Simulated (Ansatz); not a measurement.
Stepwise reaction of `[F][Sc]([F])[Cl]` with water, as a gas-phase model of exchange steps in deposition or etching. ΔE in kJ/mol; ΔG adds harmonic PBE0-D4 terms to CCSD(T)/CBS, at 1 bar.

Computed with Ansatz on PBE0-D4/def2-TZVP structures; ΔE is electronic, products minus reactants. CCSD(T)/CBS is the MP2 limit (def2-TZVPP, def2-QZVPP) plus CCSD(T) − MP2 in def2-TZVPP, frozen cores. This one scheme is used for every species. Functionals use def2-TZVPP. B3LYP here is the variant with VWN-RPA as its local correlation; programs differ in this. For Sc outer-core shells are correlated without core-valence functions, which leaves a few kJ/mol of doubt a bond. Scalar relativity is left out up to krypton. One conformer a species, not always the lowest.

```
step                                              reaction  PBE-D4  B3LYP-D4  ωB97M-V  CCSD(T)/CBS  ΔG(600 K)
   1  `[F][Sc]([F])[Cl]` + H₂O → `[OH][Sc]([F])[Cl]` + H–F    52.4      49.3     49.2         41.6       36.0
```

(1) Give the row of step 2, `[OH][Sc]([F])[Cl]` + H₂O → `[OH][Sc]([OH])[Cl]` + H–F. (Best estimate.)

(2) By hand: ΔE of the 2 steps together at CCSD(T)/CBS.

## Answers

(1) Computed: 
```json
{"step": "2", "reaction": "`[OH][Sc]([F])[Cl]` + H₂O → `[OH][Sc]([OH])[Cl]` + H–F", "PBE-D4": "55.7", "B3LYP-D4": "53.2", "ωB97M-V": "53.2", "CCSD(T)/CBS": "44.9", "ΔG(600 K)": "46.4"}
```

(2) (41.6) + (44.9) = 86.5 kJ/mol, or 43.2 kJ/mol a step.

In ΔE the steps differ by no more than 3.3 kJ/mol. All are uphill at CCSD(T)/CBS. ΔG lies between 36.0 and 46.4 kJ/mol a step. PBE-D4 differs from CCSD(T)/CBS by 10.8 to 10.8 kJ/mol a step. Isolated molecules leave out the surface, adducts and barriers. Largest T1 diagnostic: 0.016.
